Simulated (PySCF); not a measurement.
C₄H₄BNO, SMILES N#CC1=CCB1O.

Coordinates come from a PBE0-D3(BJ)/def2-SVP optimisation. The structure was generated by enumeration, and PubChem lists no compound with its InChIKey, so it may never have been made. The values are those of a single conformer.

Calculation: PySCF with PBE0-D3(BJ)/def2-SVP.

No scaling factor is applied to the harmonic values.

Computed vibrational spectrum:
| mode | ν (cm⁻¹) | IR (km/mol) | moving atoms (share of kinetic energy) |
|---|---|---|---|
| 1 | 94 | 0.8 | C 43 %, H 37 %, O 11 %, B 9 % |
| 2 | 138 | 0.8 | N 42 %, O 30 %, C 21 % |
| 3 | 178 | 0.3 | C 55 %, N 26 %, H 14 % |
| 4 | 348 | 8.4 | C 48 %, O 22 %, H 15 %, N 10 % |
| 5 | 439 | 2.0 | H 32 %, C 30 %, B 29 % |
| 6 | 535 | 2.6 | C 53 %, O 22 %, H 10 %, B 8 % |
| 7 | 584 | 115.4 | H 70 %, C 16 %, O 10 % |
| 8 | 597 | 7.4 | C 57 %, N 17 %, B 15 %, H 9 % |
| 9 | 624 | 2.9 | C 53 %, H 34 %, B 10 % |
| 10 | 672 | 2.1 | C 55 %, O 21 %, N 12 % |
| 11 | 836 | 84.7 | H 47 %, C 26 %, B 24 % |
| 12 | 857 | 43.8 | H 59 %, C 22 %, B 18 % |
| 13 | 928 | 0.2 | H 65 %, C 25 %, B 10 % |
| 14 | 969 | 28.6 | H 58 %, C 38 % |
| 15 | 1097 | 94.7 | H 53 %, B 20 %, C 19 % |
| 16 | 1104 | 7.6 | H 75 %, C 24 % |
| 17 | 1170 | 27.4 | C 52 %, H 44 % |
| 18 | 1210 | 4.5 | C 62 %, H 18 % |
| 19 | 1275 | 10.1 | C 46 %, H 42 %, B 11 % |
| 20 | 1415 | 19.6 | H 86 %, C 11 % |
| 21 | 1525 | 423.6 | B 66 %, O 19 %, C 12 % |
| 22 | 1664 | 24.4 | C 88 % |
| 23 | 2387 | 32.3 | C 63 %, N 37 % |
| 24 | 3064 | 11.9 | H 95 % |
| 25 | 3116 | 5.6 | H 90 %, C 10 % |
| 26 | 3171 | 8.1 | H 91 %, C 9 % |
| 27 | 3903 | 128.5 | H 94 % |
